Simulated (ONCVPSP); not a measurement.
# ruthenium (Ru): variants of one ONCV potential

Base potential:

ruthenium, optimised norm-conserving Vanderbilt (ONCV), made with ONCVPSP 4.0.1 (PBEsol, scalar-relativistic). Core [Ar] 3d10, reference 4s2 4p6 4d7 5s0.75 (charge +0.25). Waves: 4s+5s: rc 1.60 bohr, ncon 3, nbas 6, qcut 7.1 1/bohr, 3 projectors, debl 3.9 Ha; 4p: rc 1.60 bohr, ncon 4, nbas 9, qcut 9.8 1/bohr, 2 projectors, debl 3 Ha; 4d: rc 2.00 bohr, ncon 4, nbas 9, qcut 8.2 1/bohr, 1 projector. Local part: polynomial inside 1.55 bohr (lpopt 2, dvloc0 -1 Ha). Core correction: none.

All-electron outer shells of the reference configuration (PBEsol, scalar-relativistic, ld1.x):

```csv
shell,level (eV),outermost node (bohr),outermost maximum (bohr)
3d,-274.82,–,0.30
4s,-78.04,0.48,0.92
4p,-48.11,0.49,0.98
4d,-6.94,0.48,1.21
5s,-5.74,1.24,2.69
```

Cutoffs, loose and tight: the cutoffs (Ha) at which the residual kinetic energy of the hardest occupied pseudo-wave falls to 1 and 0.1 mHa per electron. They do not see the model core or the augmentation charge, which bear on the density cutoff. Test errors are all-electron minus pseudo excitation energies from the reference, over the configurations 4s2 4p6 4d7 5s1; 4s2 4p6 4d7 5s0; 4s2 4p6 4d6 5s0; 4s2 4p6 4d7.5 5s0.5. A dash means not determined; rows that change the core or the reference have their own tests.

| change | outcome | cutoff, loose | cutoff, tight | bound ghosts | GHOST(+) flags above zero | largest test error (meV) |
| --- | --- | --- | --- | --- | --- | --- |
| base | generated | 26 Ha | 33 Ha | none | none | -3.4 |
| reference 4s2 4p6 4d7 5s1 | generated | 26 Ha | 33 Ha | none | none | -4.8 |
| core correction Teter function, fcfact 2.25, rcfact 1.2 | generated | 26 Ha | 33 Ha | none | none | -3.5 |
| d: qcut 8.9 | generated | 26 Ha | 33 Ha | none | none | -3.0 |
| p: qcut 12.5 | generated | 41 Ha | 50 Ha | none | none | -3.4 |
| p: nbas 7 | generated | 25 Ha | 32 Ha | none | none | -3.4 |
| d: ncon 5, nbas 10 | generated | 26 Ha | 33 Ha | none | none | -3.1 |
| p: rc 1.2; local potential polynomial inside 1.20 bohr (lpopt 2, dvloc0 -1 Ha) | generated | 37 Ha | 44 Ha | none | s | -1.7 |

What comes out with this change to the base: all radii scaled by about 0.76 (s 1.22, p 1.22, d 1.52 bohr); local potential polynomial inside 1.18 bohr (lpopt 2, dvloc0 -1 Ha)?

outcome: generated; cutoff, loose: 37 Ha; cutoff, tight: 68 Ha; bound ghosts: none; GHOST(+) flags above zero: s; largest test error (meV): -3.4.
